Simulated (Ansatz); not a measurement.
Ansatz (a program for electronic structure) input (HF/aug-cc-pV(T+d)Z):
A basis named .json is the Basis Set Exchange file of that set.

Ansatz 0.2 input:
```yaml
crystal:
  periodic: [false, false, false]
  atoms:
    - {symbol: Si, position_ang: [0.04795596, 0.02239822, -0.00038410]}
    - {symbol: O, position_ang: [0.14132146, 1.57415508, 0.00285608]}
    - {symbol: O, position_ang: [1.38467379, -0.78924927, -0.01488761]}
    - {symbol: O, position_ang: [-1.33821411, -0.78587918, 0.01029301]}
    - {symbol: H, position_ang: [-2.17363263, -0.30578822, 0.01928553]}
basis:
  gaussian:
    orbitals: aug-cc-pV_T+d_Z.json
hamiltonian:
  xc: hf
magnetization: {spin_polarized: true, initial_magnetization: 1}
```

Output:

```
Functional definition: HF
integrals: 0.14 GiB planned
1336 factors; their error is unknown
mean field: 1.05 GiB planned
mean field evaluation 1: about -13988.3907 eV, gradient 3.4e1 eV
mean field evaluation 2: about -13991.2767 eV, gradient 2.2e1 eV
mean field evaluation 4: about -13992.8683 eV, gradient 1.6e0 eV
mean field evaluation 8: about -13992.9470 eV, gradient 9.4e-1 eV
mean field evaluation 16: about -13993.6338 eV, gradient 2.9e-1 eV
mean field evaluation 32: about -13993.4800 eV, gradient 4.3e-1 eV
mean field evaluation 64: about -13990.1953 eV, gradient 6.9e0 eV
mean field evaluation 96: about -13993.2699 eV, gradient 1.0e0 eV
mean field evaluation 128: about -13993.1276 eV, gradient 4.3e-4 eV
mean field -13993.63394912 eV, -514.2565624045 hartree, gradient 7.3e-6 eV, S^2 0.760025; 6 other end points of the search recorded, 0 dependent functions left out
reference -13993.63394912 eV, -514.2565624045 hartree; 20, 19 occupied and 196, 197 virtual orbitals, 1336 factors
Total energy: -13993.63394912 eV, -514.2565624045 hartree
```

It need not be the lowest isomer of its formula.
